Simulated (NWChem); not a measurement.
# CH3Cl2In; SMILES [CH3][In]([Cl])[Cl]

def2 effective core potentials on In; no spin-orbit coupling.

Question: Give the equilibrium geometry at PBE0/def2-SVP with def2 effective core potentials on In (NWChem) as a Z-matrix, with the point group.

Answer: point group C1; any orientation.
```
In
C 1 2.1373
H 2 1.0974 1 109.48
H 2 1.0985 3 110.35 1 -119.87
H 2 1.0989 3 110.12 4 -120.73
Cl 1 2.3481 2 124.33 3 -174.97
Cl 1 2.3485 2 124.13 3 5.16
```
